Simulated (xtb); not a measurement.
xtb input (GFN2-xTB):

```bash
xtb mol.xyz --gfn 2 --ohess tight --chrg 0 --uhf 0
```
mol.xyz:
```
9

Si     0.04872949    -0.77854741    -0.19223793
N      1.32660263     0.44443217    -0.48386246
N     -1.34590823     0.05323630     0.58942516
H      0.49118064    -1.82551065     0.69658552
H     -0.37932445    -1.36945052    -1.40467869
H      1.54865002     0.85853325     0.45980051
H      0.90165811     1.21231857    -1.08141905
H     -1.00777430     0.51984235     1.50103846
H     -1.63614285     0.83950370    -0.02160903
```

End of the output:

```
   ------------------------------------------------------------------------
    298.15    0.702313E-02    0.730010E-01    0.340922E-01    0.389089E-01
   ------------------------------------------------------------------------

         :::::::::::::::::::::::::::::::::::::::::::::::::::::
         ::                  THERMODYNAMIC                  ::
         :::::::::::::::::::::::::::::::::::::::::::::::::::::
         :: total free energy         -10.617012934957 Eh   ::
         ::.................................................::
         :: total energy              -10.655921822930 Eh   ::
         :: zero point energy           0.065977907322 Eh   ::
         :: G(RRHO) w/o ZPVE           -0.027069019349 Eh   ::
         :: G(RRHO) contrib.            0.038908887973 Eh   ::
         :::::::::::::::::::::::::::::::::::::::::::::::::::::

optimized geometry written to: xtbopt.xyz

           -------------------------------------------------
          | TOTAL ENERGY              -10.655921822930 Eh   |
          | TOTAL ENTHALPY            -10.582920783080 Eh   |
          | TOTAL FREE ENERGY         -10.617012934957 Eh   |
          | GRADIENT NORM               0.000272956193 Eh/α |
          | HOMO-LUMO GAP               5.910099580612 eV   |
           -------------------------------------------------

------------------------------------------------------------------------
------------------------------------------------------------------------
 total:
 SCF:
 ANC optimizer:
 analytical hessian:
```
